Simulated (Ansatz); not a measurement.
Reaction (ligand exchange at a B–S bond): `[AlH2][S]BS` + H₂S → `SBS` + `[AlH2][SH]`

Gas-phase electronic energies from Ansatz, PBE0-D4/def2-TZVP geometries. CCSD(T)/CBS is the MP2 limit (def2-TZVPP, def2-QZVPP) plus CCSD(T) − MP2 in def2-TZVPP, frozen cores. This one scheme is used for every species. DFT in def2-TZVPP. B3LYP here is the variant with VWN-RPA as its local correlation; programs differ in this. HSE06 is defined as in plane-wave codes. One conformer a species, not always the lowest.

```json
{"level": "BLYP-D4", "ΔE (kJ/mol)": "-16.3", "difference from CCSD(T)/CBS": "-0.5"}
{"level": "r2SCAN-D4", "ΔE (kJ/mol)": "-19.8", "difference from CCSD(T)/CBS": "-4.0"}
{"level": "HSE06-D4", "ΔE (kJ/mol)": "-17.0", "difference from CCSD(T)/CBS": "-1.2"}
{"level": "BHLYP-D4", "ΔE (kJ/mol)": "-16.4", "difference from CCSD(T)/CBS": "-0.6"}
{"level": "ωB97X-V", "ΔE (kJ/mol)": "-19.5", "difference from CCSD(T)/CBS": "-3.7"}
{"level": "ωB97M-V", "ΔE (kJ/mol)": "-19.3", "difference from CCSD(T)/CBS": "-3.5"}
{"level": "B3LYP", "ΔE (kJ/mol)": "-22.7", "difference from CCSD(T)/CBS": "-6.9"}
{"level": "r2SCANh", "ΔE (kJ/mol)": "-20.6", "difference from CCSD(T)/CBS": "-4.8"}
{"level": "CAM-B3LYP", "ΔE (kJ/mol)": "-22.6", "difference from CCSD(T)/CBS": "-6.8"}
{"level": "RPA@PBE/def2-TZVPP", "ΔE (kJ/mol)": "-18.2", "difference from CCSD(T)/CBS": "-2.4"}
{"level": "MP2/def2-SVP", "ΔE (kJ/mol)": "-20.4", "difference from CCSD(T)/CBS": "-4.6"}
{"level": "MP2/def2-TZVPP", "ΔE (kJ/mol)": "-15.4", "difference from CCSD(T)/CBS": "0.4"}
{"level": "SCS-MP2/def2-TZVPP", "ΔE (kJ/mol)": "-17.4", "difference from CCSD(T)/CBS": "-1.6"}
{"level": "HF/def2-QZVPP", "ΔE (kJ/mol)": "-24.2", "difference from CCSD(T)/CBS": "-8.4"}
{"level": "MP2/def2-QZVPP", "ΔE (kJ/mol)": "-14.7", "difference from CCSD(T)/CBS": "1.1"}
{"level": "CCSD/CBS(def2)", "ΔE (kJ/mol)": "-17.5", "difference from CCSD(T)/CBS": "-1.7"}
{"level": "CCSD(T)/CBS", "ΔE (kJ/mol)": "-15.8", "difference from CCSD(T)/CBS": "0"}
```

Largest T1 diagnostic among the species: 0.014.

In def2-TZVPP, CCSD(T) changes the Hartree–Fock value by +8.0 kJ/mol (the triples alone add +1.8 kJ/mol) and MP2 by +9.3 kJ/mol. The D4 term adds +6.0 kJ/mol with B3LYP and +3.4 kJ/mol with PBE0; it sums over pairs of atoms, weighted by their polarisabilities, and B3LYP, whose exchange is more repulsive, gets the larger term.
